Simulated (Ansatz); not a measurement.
CaO₂H₂ (the lowest singlet isomer of a short search), 5 atoms. Hardware: 4 threads of Intel Xeon 6975P-C on a shared host.

The 6-31G sets use Cartesian d functions.

How many basis functions does each of these Ansatz runs have, and roughly what does it cost? PBE0-D4/def2-TZVP, charge 0 singlet, relaxation, 6 steps; B97M-V/def2-TZVP, charge 0 singlet, energy, from earlier orbitals; PBE0-D4/def2-TZVP, charge 1 doublet, energy, from earlier orbitals; HF/6-31G, charge 0 singlet, energy; PBE0-D4/def2-TZVP, charge 1 doublet at the geometry of the charge 0 singlet, energy; r2SCAN-D4/def2-TZVPD, charge 0 singlet, energy, from earlier orbitals; PBE-D4/def2-SVP, charge 0 singlet, energy, from earlier orbitals; r2SCAN-D4/def2-TZVP, charge 0 triplet at the geometry of the charge 0 singlet, energy, from earlier orbitals; B3LYP-D4/6-31G, charge 0 singlet, energy; PBE0-D4/def2-TZVP, charge 1 doublet, relaxation, 3 steps; PBE-D4/def2-TZVP, charge 1 doublet, energy, from earlier orbitals; CAM-B3LYP-D4/def2-TZVP, charge 0 singlet, energy, from earlier orbitals.

Other jobs shared the machine, so times can vary by a factor of up to 3. A dash marks memory too small to be measured apart from the calling script's.

```json
{"run": "HF/6-31G, charge 0 singlet, energy", "functions": "51", "fitting or Cholesky vectors": "514", "wall time": "0.15 s", "peak host memory (GiB)": "–"}
{"run": "PBE-D4/def2-SVP, charge 0 singlet, energy, from earlier orbitals", "functions": "62", "fitting or Cholesky vectors": "686", "wall time": "0.25 s", "peak host memory (GiB)": "–"}
{"run": "B3LYP-D4/6-31G, charge 0 singlet, energy", "functions": "51", "fitting or Cholesky vectors": "514", "wall time": "0.3 s", "peak host memory (GiB)": "–"}
{"run": "CAM-B3LYP-D4/def2-TZVP, charge 0 singlet, energy, from earlier orbitals", "functions": "110", "fitting or Cholesky vectors": "775", "wall time": "0.45 s", "peak host memory (GiB)": "–"}
{"run": "r2SCAN-D4/def2-TZVPD, charge 0 singlet, energy, from earlier orbitals", "functions": "134", "fitting or Cholesky vectors": "837", "wall time": "0.75 s", "peak host memory (GiB)": "–"}
{"run": "PBE-D4/def2-TZVP, charge 1 doublet, energy, from earlier orbitals", "functions": "110", "fitting or Cholesky vectors": "757", "wall time": "1 s", "peak host memory (GiB)": "–"}
{"run": "PBE0-D4/def2-TZVP, charge 1 doublet, energy, from earlier orbitals", "functions": "110", "fitting or Cholesky vectors": "789", "wall time": "1.1 s", "peak host memory (GiB)": "–"}
{"run": "B97M-V/def2-TZVP, charge 0 singlet, energy, from earlier orbitals", "functions": "110", "fitting or Cholesky vectors": "757", "wall time": "1.1 s", "peak host memory (GiB)": "–"}
{"run": "PBE0-D4/def2-TZVP, charge 0 singlet, relaxation, 6 steps", "functions": "110", "fitting or Cholesky vectors": "789", "wall time": "2.1 s", "peak host memory (GiB)": "–"}
{"run": "PBE0-D4/def2-TZVP, charge 1 doublet at the geometry of the charge 0 singlet, energy", "functions": "110", "fitting or Cholesky vectors": "789", "wall time": "3.5 s", "peak host memory (GiB)": "–"}
{"run": "PBE0-D4/def2-TZVP, charge 1 doublet, relaxation, 3 steps", "functions": "110", "fitting or Cholesky vectors": "789", "wall time": "4.3 s", "peak host memory (GiB)": "–"}
{"run": "r2SCAN-D4/def2-TZVP, charge 0 triplet at the geometry of the charge 0 singlet, energy, from earlier orbitals", "functions": "110", "fitting or Cholesky vectors": "757", "wall time": "4.5 s", "peak host memory (GiB)": "–"}
```
